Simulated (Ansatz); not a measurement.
`F[SiH2][GeH]([F])[Cl]` + `CN[SiH3]` → `CN([SiH3])[SiH2]F` + `[F][GeH2][Cl]`  (cleavage of the Si–Ge bond)

Calculated with Ansatz (gas phase, PBE0-D4/def2-TZVP geometries, no zero-point term in ΔE). CBS: MP2 limit from def2 TZ/QZ plus the TZ coupled-cluster correction, frozen cores. DFT in def2-TZVPP. B3LYP here is the variant with VWN-RPA as its local correlation; programs differ in this. For Ge outer-core shells are correlated without core-valence functions, which leaves a few kJ/mol of doubt a bond. Scalar relativity is left out up to krypton. Each species was taken in one conformer, which may not be the lowest.

`F[SiH2][GeH]([F])[Cl]`:

Z-matrix (Å, degrees):
```
Si
Ge 1 2.397
F 1 1.595 2 108.2
H 1 1.482 2 109.1 3 118.7
H 1 1.482 2 110.2 3 -119.2
Cl 2 2.145 1 109.1 3 -49.8
F 2 1.738 1 108.2 3 64.9
H 2 1.537 1 119.5 3 -174.1
```

`CN[SiH3]`:

Z-matrix (Å, degrees):
```
C
N 1 1.447
H 1 1.093 2 109.5
H 1 1.094 2 110.9 3 -117.8
H 1 1.098 2 113.8 3 120.2
Si 2 1.716 1 123.0 3 -36.9
H 2 1.007 1 113.6 3 170.5
H 6 1.486 2 107.4 1 175.3
H 6 1.488 2 108.6 1 55.3
H 6 1.496 2 115.3 1 -64.3
```

`CN([SiH3])[SiH2]F`:

Z-matrix (Å, degrees):
```
C
N 1 1.464
H 1 1.095 2 110.8
H 1 1.093 2 110.7 3 -118.9
H 1 1.095 2 112.0 3 120.7
Si 2 1.734 1 115.9 3 -48.3
Si 2 1.705 1 119.0 3 138.4
H 6 1.489 2 111.2 1 -59.2
H 6 1.489 2 109.6 1 59.4
H 6 1.483 2 108.3 1 -179.9
F 7 1.603 2 112.7 1 77.2
H 7 1.478 2 109.1 1 -164.2
H 7 1.482 2 109.0 1 -39.3
```

`[F][GeH2][Cl]`:

```xyz
5

F    -0.532   -1.580   -0.278
Ge   -0.001    0.008    0.154
Cl    0.390    1.032   -1.676
H     1.307   -0.151    0.928
H    -1.164    0.691    0.872
```

(1) Is it downhill or uphill in electronic energy at CCSD(T)/CBS, and by how much? (Estimate.)

(2) What do these levels give: B3LYP-D4, ωB97X-V, ωB97M-V, r2SCAN, B3LYP, HF/def2-TZVPP, MP2/def2-TZVPP, SCS-MP2/def2-TZVPP, CCSD/def2-TZVPP, SCS-MP2/def2-QZVPP, HF/CBS(def2), MP2/CBS(def2)? (Estimate.)

Largest T1 diagnostic among the species: 0.012.

Answers

(1) Computed: Downhill: ΔE = -81.1 kJ/mol.

(2) Computed: B3LYP-D4 -72.6, ωB97X-V -77.4, ωB97M-V -81.2, r2SCAN -73.0, B3LYP -67.5, HF/def2-TZVPP -83.5, MP2/def2-TZVPP -90.2, SCS-MP2/def2-TZVPP -88.5, CCSD/def2-TZVPP -83.3, SCS-MP2/def2-QZVPP -87.7, HF/CBS(def2) -85.0, MP2/CBS(def2) -87.4 kJ/mol.

The D4 term adds −5.1 kJ/mol with B3LYP and −2.7 kJ/mol with PBE0; it sums over pairs of atoms, weighted by their polarisabilities, and B3LYP, whose exchange is more repulsive, gets the larger term. From PBE to PBE0 (25 % exact exchange), in def2-TZVPP and without D4, ΔE moves by −7.5 kJ/mol.
